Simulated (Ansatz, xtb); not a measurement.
# Two conformers of B2FH4Si

Structure I is `B[SiH]BF`, a doublet and structure II is `B[SiH]BF`, a doublet. Both are isolated molecules in the gas phase, relaxed with r2SCAN-D4/def2-SVP.

I (Å):

```yaml
atoms:
  - { symbol: B, position_ang: [-1.1893, -2.8770, 2.1615] }
  - { symbol: B, position_ang: [-0.9191, -1.3265, -0.9935] }
  - { symbol: F, position_ang: [-0.2711, -2.3712, -1.4950] }
  - { symbol: Si, position_ang: [-1.5020, -1.3796, 0.9338] }
  - { symbol: H, position_ang: [-1.5683, -2.8392, 3.3065] }
  - { symbol: H, position_ang: [-0.6064, -3.8562, 1.7636] }
  - { symbol: H, position_ang: [-2.2220, -0.1541, 1.4002] }
  - { symbol: H, position_ang: [-1.1224, -0.3917, -1.7397] }
```

II (Å):

```xyz
8

B    -1.7804   -2.1704    0.8029
B    -0.1646    0.9029    1.1897
F     0.9512    1.6173    1.1082
Si   -0.1742   -1.0513    0.7088
H    -2.8218   -1.6781    1.1653
H    -1.7530   -3.3398    0.5071
H     1.1321   -1.6316    0.2634
H    -1.1660    1.4770    1.5633
```

**Question.** Estimate which is lower in electronic energy at CCSD(T)/def2-SVP + ΔMP2/def2-TZVPP, and by roughly how much.

**Answer.** CCSD(T)/def2-SVP + ΔMP2/def2-TZVPP gives E(II) − E(I) = −0.013 eV, slightly favouring structure II, which is too small a margin to settle the true order.

The same difference at several levels:

```tsv
level	geometry	E(II) − E(I) (eV)	departure from the last row (eV)	job, with rough time for the two
r2SCAN-D4/def2-SVP	r2SCAN-D4/def2-SVP	−0.004	+0.010	optimisation, 2.1 min
HF/def2-SVP	r2SCAN-D4/def2-SVP	−0.001	+0.013	part of the CCSD(T) run
MP2/def2-SVP	r2SCAN-D4/def2-SVP	−0.004	+0.009	part of the CCSD(T) run
CCSD(T)/def2-SVP	r2SCAN-D4/def2-SVP	−0.003	+0.011	single point
CCSD(T)/def2-SVP + ΔMP2/def2-TZVPP	r2SCAN-D4/def2-SVP	−0.013		single point, 46 s
```

The largest departure from CCSD(T)/def2-SVP + ΔMP2/def2-TZVPP is that of HF/def2-SVP, 0.013 eV. Levels run at GFN2-xTB geometries aren't shown. The last row adds to CCSD(T) the change of the MP2 difference between the two basis sets, here −0.011 eV.

With harmonic frequencies from r2SCAN-D4/def2-SVP (ideal gas, rigid rotor, one conformer each, 298.15 K, 1 atm): the zero-point term adds −0.002 eV; ΔH is −0.015 and ΔG −0.014 eV.

Open shells are spin-unrestricted. The correlated steps freeze 8 core orbitals. Programs: Ansatz 0.2.0; the last row on 1 thread of Arm Neoverse V1 on a shared host.
